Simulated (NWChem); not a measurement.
System: C2H5O2 cation; SMILES COC=[OH+]

NWChem printed, in part:

```
             Northwest Computational Chemistry Package (NWChem) 7.3.0
             --------------------------------------------------------

                             Geometry "geometry" -> ""
                             -------------------------

 Output coordinates in angstroms (scale by  1.889725989 to convert to a.u.)

  No.       Tag          Charge          X              Y              Z
 ---- ---------------- ---------- -------------- -------------- --------------
    1 C                    6.0000     0.50692000    -1.44167300    -0.00131500
    2 O                    8.0000    -0.67004800    -0.54399700    -0.00092500
    3 C                    6.0000    -0.58453600     0.71799800    -0.00030700
    4 O                    8.0000     0.47905700     1.43380400     0.00055700
    5 H                    1.0000     1.07917500    -1.27278200     0.91359400
    6 H                    1.0000     0.07602700    -2.43988100    -0.00676800
    7 H                    1.0000     1.08489700    -1.26545700    -0.91125500
    8 H                    1.0000    -1.52223300     1.27177600    -0.00048400
    9 H                    1.0000     1.33355800     0.95148300     0.00100100

 Effective nuclear repulsion energy (a.u.)     129.7243017651

                              NWChem Property Module
                              ----------------------

  itol2e modified to match energy
  convergence criterion.

                                 NWChem DFT Module
                                 -----------------

 Summary of "ao basis" -> "ao basis" (spherical)
 ------------------------------------------------------------------------------
       Tag                 Description            Shells   Functions and Types
 ---------------- ------------------------------  ------  ---------------------
 C                          def2-svp                 6       14   3s2p1d
 O                          def2-svp                 6       14   3s2p1d
 H                          def2-svp                 3        5   2s1p

  itol2e modified to match energy
  convergence criterion.

[...]

          -----------------------
          Electric field gradient
          -----------------------

 1 a.u. = 0.324123 10**(16) esu/cm**3  ( or statvolts/cm**2 ) = 0.97174 10**(22) v/m**2

 ------------------------------------------------------------
   Atom      X         Y         Z
 ------------------------------------------------------------
    1 C    0.95794  -2.72437  -0.00248
 ------------------------------------------------------------

 Electric field gradient in molecular frame (a.u.)
         XX             YY             ZZ             XY             XZ             YZ
 ------------------------------------------------------------------------------------------
       -0.255428      -0.037014       0.292442       0.487977       0.000616       0.000239

 Principal components (a.u.) and orientation
 of principal axis w.r.t. absolute frame                      Asymmetry parameter eta
 --------------------------------------------------------------------------------------
       -0.646269       0.353832       0.292437                       0.094999

        0.780510       0.625118      -0.005547
       -0.625143       0.780474      -0.007491
       -0.000353       0.009314       0.999957

 ------------------------------------------------------------
   Atom      X         Y         Z
 ------------------------------------------------------------
    2 O   -1.26621  -1.02801  -0.00175
 ------------------------------------------------------------

 Electric field gradient in molecular frame (a.u.)
         XX             YY             ZZ             XY             XZ             YZ
 ------------------------------------------------------------------------------------------
        0.625679      -1.109556       0.483878       0.769370       0.000854      -0.000747

 Principal components (a.u.) and orientation
 of principal axis w.r.t. absolute frame                      Asymmetry parameter eta
 --------------------------------------------------------------------------------------
       -1.401547       0.917669       0.483878                       0.309509

       -0.354825       0.934932      -0.000960
        0.934933       0.354824      -0.000932
        0.000531       0.001229       0.999999

 ------------------------------------------------------------
   Atom      X         Y         Z
 ------------------------------------------------------------
    3 C   -1.10461   1.35682  -0.00058
 ------------------------------------------------------------

 Electric field gradient in molecular frame (a.u.)
         XX             YY             ZZ             XY             XZ             YZ
 ------------------------------------------------------------------------------------------
        0.337568       0.123831      -0.461399      -0.218488       0.000312       0.000189

 Principal components (a.u.) and orientation
 of principal axis w.r.t. absolute frame                      Asymmetry parameter eta
 --------------------------------------------------------------------------------------
        0.473924      -0.461399      -0.012524                       0.947146

        0.848347      -0.000533       0.529441
       -0.529441      -0.000522       0.848346
        0.000176       1.000000       0.000725

 ------------------------------------------------------------
   Atom      X         Y         Z
 ------------------------------------------------------------
    4 O    0.90529   2.70950   0.00105
 ------------------------------------------------------------

[...]
```

Level: PBE0/def2-SVP. Geometry: optimised at B3LYP/6-31G* (spherical d). NWChem prints the field gradient with the sign opposite to the second derivative of the potential.

Q: Reconstruct the input file.

A: Several could match; the one computed here: the input that was run:
```
start job
memory heap 200 mb stack 900 mb global 1100 mb
charge 1
geometry units angstroms noautosym nocenter noautoz
  C      0.506920    -1.441673    -0.001315
  O     -0.670048    -0.543997    -0.000925
  C     -0.584536     0.717998    -0.000307
  O      0.479057     1.433804     0.000557
  H      1.079175    -1.272782     0.913594
  H      0.076027    -2.439881    -0.006768
  H      1.084897    -1.265457    -0.911255
  H     -1.522233     1.271776    -0.000484
  H      1.333558     0.951483     0.001001
end
basis spherical
  * library def2-svp
end
dft
  xc pbe0
  iterations 150
end
property
  efieldgrad
end
task dft property
```
